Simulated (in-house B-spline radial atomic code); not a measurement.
Computed with a B-spline radial atomic code. Model: two electrons, singlet ground state, non-relativistic, full CI in B-splines with partial waves to l = 8 (at full coupling up to 3e-4 hartree above the limit, correlation up to 0.6 % small), density held at that of full coupling by Lieb maximisation.

W(λ) is the mean repulsion in the state of coupling λ less the Hartree energy of the fixed density. Its start is exact exchange, its initial slope is twice the second-order Görling-Levy correlation energy, and its area from 0 to 1 is E_xc. A straight curve means weak, dynamic correlation, and a curve that drops fast and flattens means strong correlation.

Command:
```bash
python run_ac.py task.json out
```
Settings (lengths in bohr, energies in hartree):
```
potential              ball
strength               1
lmax                   8
wall_radius            2.59
```

Cost of the run: 9.1 s on 1 thread of Intel(R) Xeon(R) Processor @ 2.30GHz, with other jobs on the host.

**W = mean repulsion less Hartree energy, and W of three functionals.**

Given: confinement empty hard sphere; hard wall radius 2.59 bohr; external potential zero inside.

Computed: LDA exchange minus exact 86.797 millihartree; PBE exchange minus exact 26.692 millihartree.

| coupling | W xc (hartree) | W xc minus exchange (millihartree) | kinetic minus Kohn-Sham (millihartree) | LDA (PW92) W minus its exchange (millihartree) | PBE W minus its exchange (millihartree) | SCAN W minus its exchange (millihartree) |
| --- | --- | --- | --- | --- | --- | --- |
| 0 | -0.66332 | 0 | 0 | 0 | 0 | 0 |
| 0.02 | -0.66559 | -2.272 | 0.02 | -11.11 | -4.21 | -1.95 |
| 0.05 | -0.66893 | -5.614 | 0.14 | -22.4 | -9.91 | -4.78 |
| 0.12 | -0.67644 | -13.116 | 0.77 | -42.09 | -21.55 | -11.08 |
| 0.25 | -0.68934 | -26.018 | 3.15 | -68.79 | -39.54 | -21.91 |
| 0.4 | -0.70273 | -39.406 | 7.48 | -92.23 | -56.73 | -33.27 |
| 0.6 | -0.71841 | -55.093 | 15.28 | -116.92 | -75.87 | -46.87 |
| 0.8 | -0.73201 | -68.687 | 24.77 | -136.97 | -92.05 | -59 |
| 1 | -0.74386 | -80.538 | 35.41 | -153.89 | -106.05 | -69.92 |
| 1.4 | -0.76343 | -100.11 | 58.73 | -181.36 | -129.38 | -88.8 |
| 2 | ? | ? | ? | ? | ? | ? |
| 3 | -0.81004 | -146.72 | 156.4 | -248.75 | -188.95 | -139.31 |
| 4.5 | ? | ? | ? | ? | ? | ? |
| 7 | -0.85412 | -190.8 | 360.36 | -322.17 | -256.36 | -194.34 |
| 10 | -0.86886 | -205.54 | 483.78 | -350.18 | -282.53 | -212.67 |

Problem. What belongs in the row 2?

Solution. W xc (hartree): -0.78537; W xc minus exchange (millihartree): -122.06; kinetic minus Kohn-Sham (millihartree): 95.68; LDA (PW92) W minus its exchange (millihartree): -212.37; PBE W minus its exchange (millihartree): -156.44; SCAN W minus its exchange (millihartree): -111.51.

Problem. What belongs in the row 4.5?

Solution. W xc (hartree): -0.83271; W xc minus exchange (millihartree): -169.39; kinetic minus Kohn-Sham (millihartree): 239.94; LDA (PW92) W minus its exchange (millihartree): -284.79; PBE W minus its exchange (millihartree): -221.79; SCAN W minus its exchange (millihartree): -167.03.

Problem. What is the SCAN exchange minus exact?

Solution. -8.7111 millihartree.

**Energy parts, natural occupations and partial-wave weights.**

Computed: total energy 2.1027 hartree; correlation energy -0.045129 hartree; kinetic part of the DFT correlation energy 0.035409 hartree; initial slope twice GL2 -0.11447 hartree; Hartree energy 1.3266 hartree; Kohn-Sham kinetic 1.4845 hartree; Lieb Oxford ratio E_xc over LDA exchange 1.2288.

```
natural  occupation of the shell (electrons)
      s                               1.9587
      p                             0.039088
      d                            0.0011071
      s                           0.00079075
      f                                    ?
      p                           0.00011938
```

Problem. What belongs in the row f?

Solution. occupation of the shell (electrons): 0.00013384.

```json
{"wave": "s", "weight": "0.97973"}
{"wave": "p", "weight": "0.019606"}
{"wave": "d", "weight": "?"}
{"wave": "f", "weight": "7.1216e-05"}
{"wave": "g", "weight": "1.5683e-05"}
```

Problem. What belongs in the row d?

Solution. weight: 0.00056767.

Problem. What is the kinetic part over minus potential part?

Solution. 0.43965.

Problem. What is the exchange energy?

Solution. -0.66332 hartree.

Half-way to full coupling W has made 59 % of its drop, against 50 % for a straight line, and second-order (GL2) theory, half the initial slope, overshoots the correlation energy by about 27 %: a moderate bend, as in light atoms. Over couplings 0 to 1 the errors in E_xc come to about +34 millihartree for LDA, +9.3 millihartree for PBE, -2.2 millihartree for SCAN, so SCAN is nearest. In LDA and PBE and SCAN the errors of exchange and correlation have opposite signs, so the sum is smaller than the larger of the two.
